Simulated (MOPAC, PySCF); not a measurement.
Isomers of C2H3BO. All species are isolated molecules in the gas phase. One relaxed conformer stands for each flexible species; it need not be the lowest. Strings in code marks are SMILES.

Quantity: electronic energy of isomers of C2H3BO relative to `C=CB=O`, in kJ/mol. Semi-empirical values (MOPAC) are differences of heats of formation.

Level 1: M06-2X/6-31G* // PBE-D3(BJ)/def2-TZVP (PySCF)
Level 2: PBE/6-31G* // PBE-D3(BJ)/def2-TZVP (PySCF)
Level 3: frozen-core MP2/6-31G* // PBE-D3(BJ)/def2-TZVP (PySCF)
Level 4: PM6 // PBE-D3(BJ)/def2-TZVP (MOPAC)

```json
[
 {"species": "`B=C=CO`", "level 1": "362.3", "level 2": "340.9", "level 3": "394.2", "level 4": "(withheld)"},
 {"species": "`C=C1BO1`", "level 1": "195.9", "level 2": "186.8", "level 3": "224.1", "level 4": "216.3"},
 {"species": "`B1[C@@H]2O[C@H]12`", "level 1": "(withheld)", "level 2": "369.0", "level 3": "416.1", "level 4": "(withheld)"}
]
```

### Question
What belongs in the gaps?

### Answer

- `B=C=CO`, level 4: 355.6
- `B1[C@@H]2O[C@H]12`, level 1: 378.9
- `B1[C@@H]2O[C@H]12`, level 4: 475.5
